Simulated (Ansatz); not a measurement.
Ansatz (a quantum-chemistry and plane-wave program) input for Al(Me)2(H) anion (C2H7Al), SMILES [CH3][AlH][CH3] (connectivity only; charge and spin as stated), charge -1, multiplicity 2, PBE/def2-SVPD. Coordinates come from a B3LYP-D3(BJ)/def2-SVPD optimisation. The spin state was assumed, not searched. The isomer is the one that the SMILES or the coordinates give; other isomers of the formula were not compared.

Ansatz 0.2 input:
```yaml
crystal:
  periodic: [false, false, false]
  atoms:
    - {symbol: Al, position_ang: [-0.15916584, -0.66230120, -0.00000000]}
    - {symbol: C, position_ang: [0.04206138, 0.49935678, -1.65793850]}
    - {symbol: H, position_ang: [-0.00513210, -0.07724456, -2.59908980]}
    - {symbol: H, position_ang: [-0.73235027, 1.28538069, -1.72226481]}
    - {symbol: H, position_ang: [1.02283975, 1.01874232, -1.64677240]}
    - {symbol: C, position_ang: [0.04206138, 0.49935677, 1.65793851]}
    - {symbol: H, position_ang: [-0.00513210, -0.07724457, 2.59908981]}
    - {symbol: H, position_ang: [1.02283975, 1.01874232, 1.64677241]}
    - {symbol: H, position_ang: [-0.73235028, 1.28538068, 1.72226483]}
    - {symbol: H, position_ang: [0.99370458, -1.83612252, -0.00000001]}
basis:
  gaussian:
    orbitals: def2-SVPD
hamiltonian:
  xc: {name: PBE}
total_charge: -1
magnetization: {spin_polarized: true, initial_magnetization: 1}
```

Program output:

```
WARN ansatz: RAYON_NUM_THREADS=1 ignored (pool sized by the plan → 1); use --threads N
Functional definition: PBE
integrals: 0.04 GiB planned
1015 factors; their error is unknown
mean field: 0.42 GiB planned
mean field evaluation 1: about -8767.6149 eV, gradient 3.6e1 eV
mean field evaluation 2: about -8753.0119 eV, gradient 5.9e1 eV
mean field evaluation 4: about -8774.5407 eV, gradient 2.0e0 eV
mean field evaluation 8: about -8774.5139 eV, gradient 3.4e-2 eV
mean field evaluation 16: about -8774.5139 eV, gradient 1.8e-5 eV
mean field -8774.51388284 eV, -322.4574376152 hartree, gradient 1.8e-5 eV, S^2 0.751433; 0 other end points of the search recorded, 0 dependent functions left out
reference -8774.51395669 eV, -322.4574403293 hartree; 17, 16 occupied and 103, 104 virtual orbitals, 1015 factors
Total energy: -8774.51395669 eV, -322.4574403293 hartree
```

Self-consistency was reached.

Cost: very roughly 2.6 core-seconds.
